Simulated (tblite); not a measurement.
Species: C6H5BrN (doublet state).
SMILES with atom numbers: `[N:1]#[C:2][C@@H:3]1[C@@H:4]2[CH:5][C@@:6]1([Br:7])[CH2:8]2` (hydrogens: H9 on C3; H10 on C4; H11 on C5; H12, H13 on C8)
Bond orders are those of one Lewis drawing.

Computed with GFN2-xTB (tblite), gas phase: L-BFGS steps from a force-field or distance-geometry start until the largest atomic force falls under 0.01 eV/Å.

Step 2: E = -603.5797 eV
```
atom  x, y, z in Å  |  force x, y, z in eV/Å
N1      2.2675   -1.6388   -1.2268   -2.784   1.461   2.576
C2      1.4587   -1.1916   -0.4902    4.595  -2.736  -3.350
C3      0.5383   -0.6450    0.3699   -2.469   1.112   1.491
C4     -0.9094   -0.4519   -0.2161   -0.419  -1.024  -0.815
C5     -0.2120    0.5031   -1.1939   -1.822   0.184   1.757
C6      0.2501    0.8741    0.1813    0.817   1.002   0.343
Br7     1.5335    2.2675    0.5958   -0.008   0.037   0.120
C8     -1.1672    0.7014    0.7521    1.280  -0.833  -1.241
H9      0.5121   -0.9744    1.4162    0.429  -0.150  -0.178
H10    -1.6111   -1.2559   -0.4537    0.265   0.138   0.019
H11     0.4462    0.0626   -1.8396    1.267  -0.334  -2.104
H12    -1.2375    0.3879    1.7570   -0.353   0.236   1.096
H13    -1.8736    1.3616    0.3306   -0.798   0.907   0.286
```

Step 3: E = -603.8878 eV
```
atom  x, y, z in Å  |  force x, y, z in eV/Å
N1      2.2655   -1.6383   -1.2241   -0.923   0.433   0.922
C2      1.4760   -1.2022   -0.5023    1.340  -0.865  -0.493
C3      0.5094   -0.6313    0.3834   -0.422   0.079  -0.137
C4     -0.9111   -0.4633   -0.2258   -0.134  -0.397  -0.209
C5     -0.2355    0.5057   -1.1713    0.006  -0.511  -0.211
C6      0.2640    0.8883    0.1879    0.361   0.449   0.193
Br7     1.5257    2.2593    0.5941    0.167   0.232   0.170
C8     -1.1479    0.6922    0.7360   -0.024  -0.229  -0.170
H9      0.5153   -0.9754    1.4146    0.322  -0.178   0.080
H10    -1.6035   -1.2482   -0.4515   -0.170  -0.349  -0.148
H11     0.4598    0.0564   -1.8570   -0.044   0.516  -0.828
H12    -1.2402    0.3879    1.7677   -0.239   0.409   0.316
H13    -1.8820    1.3694    0.3307   -0.241   0.410   0.514
```

Step 4: E = -603.9603 eV
```
atom  x, y, z in Å  |  force x, y, z in eV/Å
N1      2.2620   -1.6379   -1.2191    0.222  -0.199  -0.070
C2      1.4873   -1.2110   -0.4972   -0.069  -0.061   0.592
C3      0.5032   -0.6311    0.3806   -0.066  -0.055  -0.085
C4     -0.9156   -0.4718   -0.2300    0.069  -0.128  -0.105
C5     -0.2351    0.4963   -1.1748    0.079  -0.326  -0.063
C6      0.2698    0.8964    0.1905    0.029   0.006  -0.070
Br7     1.5317    2.2668    0.5984    0.090   0.150   0.140
C8     -1.1495    0.6874    0.7329   -0.079  -0.050  -0.062
H9      0.5222   -0.9790    1.4155    0.257  -0.114  -0.030
H10    -1.6081   -1.2567   -0.4549   -0.151  -0.326  -0.141
H11     0.4601    0.0664   -1.8758   -0.101   0.482  -0.694
H12    -1.2453    0.3964    1.7748   -0.180   0.378   0.098
H13    -1.8871    1.3782    0.3414   -0.100   0.244   0.490
```

Step 5: E = -604.0300 eV
```
atom  x, y, z in Å  |  force x, y, z in eV/Å
N1      2.2617   -1.6414   -1.2139    0.695  -0.461  -0.431
C2      1.5013   -1.2243   -0.4791   -0.765   0.363   0.882
C3      0.4975   -0.6336    0.3789    0.227  -0.138   0.030
C4     -0.9209   -0.4834   -0.2366    0.081  -0.092   0.009
C5     -0.2323    0.4805   -1.1789    0.173  -0.087  -0.188
C6      0.2719    0.9014    0.1882   -0.134  -0.297  -0.151
Br7     1.5454    2.2840    0.6083   -0.156  -0.117   0.040
C8     -1.1556    0.6813    0.7293   -0.041   0.153   0.049
H9      0.5362   -0.9854    1.4143    0.133  -0.046  -0.039
H10    -1.6192   -1.2767   -0.4628    0.097  -0.044  -0.059
H11     0.4600    0.0884   -1.9165   -0.285   0.457  -0.331
H12    -1.2553    0.4154    1.7857   -0.072   0.272  -0.172
H13    -1.8951    1.3944    0.3656    0.048   0.036   0.362
```

Q: Estimate the geometry and energy of step 6. (The exact step hangs on the optimiser's Hessian estimate; all steps are aligned on step 5, rigid shifts and turns removed.)

A: E = -604.0617 eV, largest force 0.689 eV/Å
```
atom  x, y, z in Å  |  force x, y, z in eV/Å
N1      2.2641   -1.6461   -1.2097    0.393  -0.297  -0.094
C2      1.5078   -1.2324   -0.4632   -0.497   0.243   0.410
C3      0.4971   -0.6370    0.3804    0.210  -0.123   0.051
C4     -0.9244   -0.4930   -0.2405    0.208   0.101   0.069
C5     -0.2280    0.4706   -1.1850    0.055   0.020  -0.090
C6      0.2706    0.8992    0.1844   -0.127  -0.337  -0.153
Br7     1.5517    2.2932    0.6151   -0.301  -0.279  -0.025
C8     -1.1599    0.6800    0.7279    0.043   0.138  -0.001
H9      0.5468   -0.9901    1.4130    0.054  -0.024   0.048
H10    -1.6239   -1.2891   -0.4685    0.180   0.052  -0.022
H11     0.4555    0.1089   -1.9470   -0.309   0.377  -0.174
H12    -1.2625    0.4312    1.7897    0.005   0.164  -0.232
H13    -1.8993    1.4050    0.3859    0.085  -0.034   0.214
```

The energy changes by -0.0317 eV. The first-order estimate −F·Δx gives -0.0459 eV and the mean of the old and new forces, exact on a quadratic surface, -0.0318 eV. The step makes an angle of 65° with the force vector and moves no atom by more than 0.037 Å.

What follows is the cost of the whole relaxation. Time: 0.24 s of wall time. Hardware: one thread, Arm Neoverse V1 (aarch64), no GPU, shared host with 32 logical CPUs at a one-minute load of 12.
